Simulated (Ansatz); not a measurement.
Ansatz (a quantum-chemistry and plane-wave program) input (CCSD(T)/aug-cc-pVDZ):

Ansatz 0.2 input:
```yaml
crystal:
  periodic: [false, false, false]
  atoms:
    - {symbol: N, position_ang: [-0.00000000, -0.00000000, -0.75733144]}
    - {symbol: O, position_ang: [0.00000000, 0.00000000, 0.66266501]}
basis:
  gaussian:
    orbitals: aug-cc-pVDZ
magnetization: {spin_polarized: true, initial_magnetization: 3}
correlation: {method: ccsd_t, electrons: outside_noble_gas}
output: {forces: true}
```

Output:

```
Functional definition: HF
integrals: 0.02 GiB planned
451 factors; integrals over basis functions are off by at most 9.5e-4 eV
mean field: 0.08 GiB planned
mean field evaluation 1: about -3513.6351 eV, gradient 1.3e1 eV
mean field evaluation 2: about -3513.6363 eV, gradient 1.3e1 eV
mean field evaluation 4: about -3514.7264 eV, gradient 2.5e0 eV
mean field evaluation 8: about -3514.8854 eV, gradient 1.4e-1 eV
mean field evaluation 16: about -3514.7247 eV, gradient 2.5e0 eV
mean field evaluation 32: about -3514.8861 eV, gradient 2.8e-6 eV
mean field evaluation 64: about -3514.5320 eV, gradient 5.9e0 eV
mean field -3514.88609218 eV, -129.1696814123 hartree, gradient 2.8e-6 eV, S^2 3.780183; 3 other end points of the search recorded, 0 dependent functions left out
determinant -3514.88609218 eV, -129.1696814123 hartree, with singles and doubles -3522.55310111 eV, -129.4514387935 hartree
determinant -3512.72598486 eV, -129.0902989324 hartree, with singles and doubles -3521.17209346 eV, -129.4006876983 hartree
2 core orbitals not correlated
reference -3514.88609218 eV, -129.1696814123 hartree; 7, 4 occupied and 37, 40 virtual orbitals, 451 factors
densities: 0.14 GiB planned
second order -6.85198739 eV of doubles, -0.00000000 eV of singles
coupled cluster: 0.12 GiB planned
cycle   1  -7.66096920 eV  change   -2.7e-1 eV  update   2.6e-2
cycle   2  -7.68614691 eV  change   -2.5e-2 eV  update   8.4e-3
cycle   3  -7.69268671 eV  change   -6.5e-3 eV  update   4.2e-3
cycle   4  -7.69552772 eV  change   -2.8e-3 eV  update   1.2e-3
cycle   5  -7.69638560 eV  change   -8.6e-4 eV  update   5.5e-4
cycle   6  -7.69699343 eV  change   -6.1e-4 eV  update   2.5e-4
cycle   7  -7.69712640 eV  change   -1.3e-4 eV  update   1.1e-4
cycle   8  -7.69719203 eV  change   -6.6e-5 eV  update   4.4e-5
cycle   9  -7.69720886 eV  change   -1.7e-5 eV  update   1.8e-5
cycle  10  -7.69721383 eV  change   -5.0e-6 eV  update   5.8e-6
cycle  11  -7.69721421 eV  change   -3.8e-7 eV  update   2.0e-6
cycle  12  -7.69721411 eV  change    9.9e-8 eV  update   8.3e-7
perturbative correction -0.23283482 eV, -0.0085565220 hartree
the calculation of the forces begins
mean field evaluation 96: about -3514.8861 eV, gradient 2.8e-6 eV
Total energy: -3522.81614111 eV, -129.4611053353 hartree
Atom 0 at    -0.000000    -0.000000    -0.757331 Å, force    -0.000000    -0.000000    -0.695474 eV/Å
Atom 1 at     0.000000     0.000000     0.662665 Å, force     0.000000    -0.000000     0.695474 eV/Å
Dipole moment:    -0.000000    -0.000000     0.047411 e Å
```

The spin state was set by rule; other spins were not relaxed.
